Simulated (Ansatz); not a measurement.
`C[O][Mo](=[NH])(=[NH])[Cl]`, relaxed with RKS PBE-D4/def2-SVP in Ansatz 0.2.0 from a rough embedded geometry. The force threshold is 0.03 eV/Å; the program also tests the step.

Charge 0, multiplicity 1. Mo takes the def2 core potential.

Start:

```xyz
11

C     0.062    1.715   -1.039
O     0.892    1.109   -0.132
Mo    0.124   -0.764    0.223
N     1.522   -1.785    1.215
N    -1.447   -0.626    1.269
Cl   -0.316   -1.883   -1.861
H     0.245    2.756   -1.137
H    -0.992    1.495   -0.706
H     0.181    1.188   -2.088
H     1.230   -2.140    2.101
H    -1.500   -1.065    2.155
```

```csv
step,energy (eV),largest force (eV/Å),largest move (Å)
1,-20505.4386,5.355,0.000
2,-20507.3791,1.305,0.193
3,-20507.5848,0.771,0.156
4,-20507.7053,0.706,0.194
5,-20507.7802,1.040,0.195
6,-20507.8905,0.363,0.200
7,-20507.9062,0.299,0.200
8,-20507.9167,0.114,0.111
9,-20507.9205,0.105,0.068
10,-20507.9219,0.076,0.024
11,-20507.9234,0.074,0.076
12,-20507.9252,0.101,0.063
13,-20507.9264,0.123,0.042
14,-20507.9276,0.124,0.047
15,-20507.9289,0.118,0.053
16,-20507.9298,0.119,0.056
17,-20507.9306,0.117,0.042
18,-20507.9313,0.085,0.031
19,-20507.9319,0.036,0.038
20,-20507.9323,0.026,0.049
```

End:

```xyz
11

C     0.015    1.782   -0.964
O     0.570    0.495   -0.820
Mo    0.102   -1.084    0.081
N     1.381   -1.496    1.185
N    -1.363   -0.774    0.972
Cl   -0.265   -2.879   -1.331
H     0.599    2.520   -0.370
H    -1.048    1.811   -0.637
H     0.066    2.079   -2.034
H     1.848   -1.708    2.073
H    -1.905   -0.748    1.845
```

It took 37 s on 4 threads of an Arm Neoverse V2 on a shared host, with 0.2 GiB of host memory at the peak.
